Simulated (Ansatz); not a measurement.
Geometry optimisation, Ansatz 0.2.0, RKS PBE0/def2-SVP.

input.yaml

```yaml
crystal:
  periodic: [false, false, false]
  atoms:
    - { symbol: Hf, position_ang: [0.0, 0.0, 0.0] }
    - { symbol: O, position_ang: [0.0, 0.0, 2.07] }
    - { symbol: H, position_ang: [-0.9095, -0.2814, 2.4071] }
    - { symbol: O, position_ang: [1.952, 0.0, -0.6893] }
    - { symbol: H, position_ang: [2.2684, -0.9521, -0.806] }
    - { symbol: O, position_ang: [-0.975, 1.6891, -0.6893] }
    - { symbol: H, position_ang: [-1.9328, 1.4584, -0.9117] }
    - { symbol: Cl, position_ang: [-1.1869, -2.0563, -0.8392] }
basis:
  gaussian: { orbitals: def2-SVP }
hamiltonian:
  xc: pbe0
relax:
  f_tol: 0.02
  max_steps: 40
output:
  orbitals: {}
```

Launched with:

```bash
$ ansatz run input.yaml --threads 2 --pin off --max-ram 3072MiB --backend cpu --events-out ev --progress --plain --runs-dir out
```

Q: Where does it end, and by what steps?

A: The run converged. After 11 steps the energy has fallen by 1.339 eV; H5 moved furthest, 0.78 Å.

| step | energy less start (eV) | largest force component (eV/Å) | accepted |
| --- | --- | --- | --- |
| 0 | 0.0000 | 2.794 | yes |
| 1 | -0.7685 | 1.750 | yes |
| 2 | -0.9383 | 1.934 | yes |
| 3 | -1.1371 | 0.337 | yes |
| 4 | -1.2294 | 0.150 | yes |
| 5 | -1.1630 | 2.242 | no |
| 6 | -1.2686 | 0.179 | yes |
| 7 | -1.2971 | 0.191 | yes |
| 8 | -1.3250 | 0.150 | yes |
| 9 | -1.3385 | 0.053 | yes |
| 10 | -1.3388 | 0.153 | yes |
| 11 | -1.3395 | 0.006 | yes |

```xyz
8
Properties=species:S:1:pos:R:3
Hf -0.238 -0.280 -0.045
O -0.378 -0.261 1.866
H -0.414 -0.171 2.816
O 1.608 -0.287 -0.563
H 2.537 -0.219 -0.770
O -1.116 1.257 -0.779
H -1.493 2.072 -1.101
Cl -1.289 -2.252 -0.882
```

Whether the end is a true minimum wasn't checked by a vibrational analysis.

The run took 38 s on 2 threads of Arm Neoverse V2, with other jobs on the host, peak memory 0.24 GiB.
